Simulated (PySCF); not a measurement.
Spinor energies of Xe²⁺ (xenon, charge +2)

Start: [Kr] 4d10 5s1 5p4 6s1; 5s1/2 filled at m_j = +1/2; 5p1/2 filled at m_j = +1/2; 5p3/2 filled at m_j = -1/2, +1/2, +3/2; 6s1/2 filled at m_j = +1/2. Calculated with PySCF 2.14 in x2c-SVPall-2c with one added diffuse shell each of s, p type (7s9p4d, 54 functions): generalised Hartree-Fock with the X2C-1e Hamiltonian and a Gaussian nucleus; one run each with spin-orbit coupling (SO) switched off, then screened by Boettger's factors. This is a chosen level, not necessarily the ground level.

| spinor shell | electrons | ε, spin-free (eV) | ε, screened SO (eV) | weight of nominal j (screened SO) | rms radius, screened SO (bohr) |
| --- | --- | --- | --- | --- | --- |
| 1s1/2 | 2 | -34750.7 | -34746.5 | 1.000 | 0.0305 |
| 2s1/2 | 2 | -5533.1 | -5531.7 | 1.000 | 0.124 |
| 2p1/2 | 2 | -4962.2 | -5188.3 | 1.000 | 0.107 |
| 2p3/2 | 4 | -4962.2 | -4860.3 | 1.000 | 0.112 |
| 3s1/2 | 2 | -1197.7 | -1197.1 | 1.000 | 0.326 |
| 3p1/2 | 2 | -1008.8 | -1052.7 | 1.000 | 0.318 |
| 3d3/2 | 4 | -728.53 | -736.03 | 1.000 | 0.303 |
| 3d5/2 | 6 | -728.53 | -722.86 | 1.000 | 0.305 |
| 4s1/2 | 2 | -256.94 | -256.64 | 1.000 | 0.762 |
| 4p1/2 | 2 | -194.50 | -203.21 | 0.998 | 0.797 |
| 4p3/2 | 4 | -194.50 | -190.20 | 0.999 | 0.822 |
| 4d3/2 | 4 | -100.08 | -101.17 | 0.954 | 0.943 |
| 4d5/2 | 6 | -100.08 | -98.944 | 0.969 | 0.944 |
| 5s1/2 | 1 | -54.470 | -54.240 | 1.000 | 1.87 |
| 5p3/2 | 3 | -35.663 | -37.129 | 0.585 | 2.15 |
| 5p1/2 | 1 | -35.663 | -31.551 | 0.547 | 2.22 |
| 6s1/2 | 1 | -15.499 | -15.485 | 0.883 | 4.23 |

Q: Where does 3p3/2 lie, and what is the 3p spin-orbit splitting (screened SO)?

A: At -988.50 eV, 64.206 eV above 3p1/2.

```tsv
quantity	spin-free	screened SO
E (hartree)	-7439.41149	-7441.79664
M_J	3	3
⟨J²⟩	12.563	12.658
⟨L²⟩	2.561	2.813
⟨S²⟩	6.003	5.938
```

The determinant has a definite M_J but mixes levels of different J.

Each row is a mean over spinors that exchange with the open shell spreads, by up to 1.721 eV (5p3/2).

Rows whose weight is well below 1 are mixtures of j = l ± 1/2: exchange outweighs spin-orbit coupling there, and the label is only the starting occupation.

Breit and QED terms are absent; they matter most for the inner s and p1/2 levels.

Densities and radii are taken from the X2C orbitals without a picture-change correction, which distorts them close to the nucleus.

Without spin-orbit coupling the j labels of p, d and f shells carry no meaning; the spin-free column gives the mean over the occupied spinors of each nl shell, and its ⟨J²⟩ belongs to a mixture of degenerate components.
